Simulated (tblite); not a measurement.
Species: C3H8BrFSi.
Numbering: `[CH3:1][Si@H:2]([Br:3])[CH2:4][CH2:5][F:6]` (hydrogens: H7, H8, H9 on C1; H10 on Si2; H11, H12 on C4; H13, H14 on C5)

Computed with GFN2-xTB (tblite), gas phase: L-BFGS steps from a force-field or distance-geometry start until the largest atomic force falls under 0.01 eV/Å.

Step 57: E = -573.8996 eV
```
atom  x, y, z in Å  |  force x, y, z in eV/Å
C1      1.8964   -0.4314    0.6181   -0.007   0.007  -0.002
Si2     0.7145    0.7216   -0.2983    0.009   0.013  -0.001
Br3     1.2848    2.8241    0.2289   -0.010  -0.018  -0.014
C4     -1.0945    0.5505    0.2744    0.015   0.010   0.001
C5     -1.7233   -0.7600   -0.1585    0.004   0.020   0.004
F6     -0.9617   -1.8278    0.2607    0.004   0.007   0.012
H7      2.9265   -0.2646    0.3129   -0.009   0.004  -0.002
H8      1.8403   -0.2662    1.6927    0.013  -0.014  -0.001
H9      1.6522   -1.4724    0.4300    0.004   0.005   0.008
H10     0.8117    0.6718   -1.7553    0.001  -0.012   0.008
H11    -1.1438    0.6302    1.3629   -0.011  -0.021  -0.004
H12    -1.7019    1.3622   -0.1283   -0.004  -0.010   0.000
H13    -2.7183   -0.8989    0.2769   -0.008  -0.014  -0.009
H14    -1.7837   -0.8396   -1.2488   -0.002   0.023  -0.002
```

Step 58: E = -573.8997 eV
```
atom  x, y, z in Å  |  force x, y, z in eV/Å
C1      1.8969   -0.4305    0.6201   -0.008   0.004   0.001
Si2     0.7146    0.7194   -0.2983    0.011   0.039  -0.014
Br3     1.2834    2.8250    0.2230   -0.011  -0.030  -0.016
C4     -1.0934    0.5495    0.2764    0.002   0.009   0.004
C5     -1.7239   -0.7591   -0.1601    0.002   0.023   0.003
F6     -0.9607   -1.8288    0.2506    0.010   0.000   0.016
H7      2.9267   -0.2647    0.3139   -0.008   0.002  -0.001
H8      1.8406   -0.2623    1.6941    0.017  -0.015   0.003
H9      1.6512   -1.4715    0.4345    0.009   0.000   0.009
H10     0.8122    0.6665   -1.7556   -0.001  -0.012   0.016
H11    -1.1421    0.6271    1.3652   -0.007  -0.026  -0.006
H12    -1.7011    1.3622   -0.1234   -0.003  -0.004  -0.003
H13    -2.7173   -0.9004    0.2784   -0.007  -0.012  -0.011
H14    -1.7879   -0.8329   -1.2506   -0.005   0.022   0.000
```

Step 59: E = -573.8999 eV
```
atom  x, y, z in Å  |  force x, y, z in eV/Å
C1      1.8973   -0.4288    0.6231   -0.007  -0.001   0.007
Si2     0.7149    0.7168   -0.2987    0.009   0.061  -0.027
Br3     1.2812    2.8260    0.2129   -0.011  -0.036  -0.017
C4     -1.0915    0.5478    0.2799   -0.019   0.005   0.005
C5     -1.7248   -0.7573   -0.1626    0.000   0.019  -0.001
F6     -0.9597   -1.8302    0.2357    0.015  -0.006   0.018
H7      2.9269   -0.2648    0.3156   -0.005  -0.001   0.000
H8      1.8411   -0.2564    1.6963    0.021  -0.014   0.009
H9      1.6497   -1.4700    0.4419    0.014  -0.006   0.007
H10     0.8127    0.6580   -1.7560   -0.005  -0.011   0.021
H11    -1.1391    0.6210    1.3691    0.000  -0.030  -0.007
H12    -1.6998    1.3621   -0.1150   -0.002   0.007  -0.007
H13    -2.7160   -0.9028    0.2797   -0.002  -0.006  -0.014
H14    -1.7936   -0.8222   -1.2536   -0.009   0.019   0.004
```

Step 60: E = -573.9002 eV
```
atom  x, y, z in Å  |  force x, y, z in eV/Å
C1      1.8976   -0.4261    0.6273   -0.005  -0.007   0.014
Si2     0.7154    0.7142   -0.2998    0.002   0.064  -0.030
Br3     1.2779    2.8272    0.1975   -0.006  -0.030  -0.014
C4     -1.0886    0.5453    0.2852   -0.039   0.001   0.004
C5     -1.7259   -0.7545   -0.1663   -0.001   0.007  -0.006
F6     -0.9591   -1.8323    0.2156    0.017  -0.008   0.017
H7      2.9270   -0.2648    0.3182   -0.002  -0.005   0.001
H8      1.8416   -0.2481    1.6994    0.026  -0.009   0.016
H9      1.6479   -1.4679    0.4526    0.019  -0.011   0.002
H10     0.8130    0.6459   -1.7566   -0.009  -0.009   0.020
H11    -1.1339    0.6107    1.3750    0.008  -0.030  -0.007
H12    -1.6979    1.3621   -0.1021   -0.002   0.022  -0.009
H13    -2.7148   -0.9056    0.2798    0.004   0.003  -0.016
H14    -1.8006   -0.8067   -1.2576   -0.011   0.012   0.008
```

Task: Estimate the geometry and energy of step 61. (The exact step hangs on the optimiser's Hessian estimate; all steps are aligned on step 60, rigid shifts and turns removed.)

Result: E = -573.9005 eV, largest force 0.045 eV/Å
```
atom  x, y, z in Å  |  force x, y, z in eV/Å
C1      1.8975   -0.4231    0.6317   -0.002  -0.009   0.017
Si2     0.7158    0.7126   -0.3014   -0.009   0.038  -0.017
Br3     1.2744    2.8282    0.1802    0.002  -0.010  -0.009
C4     -1.0858    0.5424    0.2911   -0.045   0.001  -0.001
C5     -1.7270   -0.7517   -0.1703    0.000  -0.007  -0.010
F6     -0.9592   -1.8346    0.1955    0.015  -0.003   0.013
H7      2.9269   -0.2649    0.3212   -0.002  -0.007   0.002
H8      1.8421   -0.2393    1.7028    0.027  -0.003   0.019
H9      1.6463   -1.4657    0.4642    0.020  -0.012  -0.004
H10     0.8125    0.6332   -1.7572   -0.012  -0.007   0.012
H11    -1.1275    0.5980    1.3815    0.013  -0.026  -0.007
H12    -1.6957    1.3625   -0.0877   -0.005   0.032  -0.007
H13    -2.7140   -0.9080    0.2785    0.008   0.009  -0.014
H14    -1.8071   -0.7902   -1.2618   -0.011   0.002   0.007
```

The energy changes by -0.0003 eV. The first-order estimate −F·Δx gives -0.0004 eV and the mean of the old and new forces, exact on a quadratic surface, -0.0003 eV. The step makes an angle of 85° with the force vector and moves no atom by more than 0.020 Å.

The cost below is that of the whole relaxation. Hardware: an Arm Neoverse N1 with one thread, no GPU, shared host with 64 logical CPUs at a one-minute load of 62. Cost: 0.85 s wall.
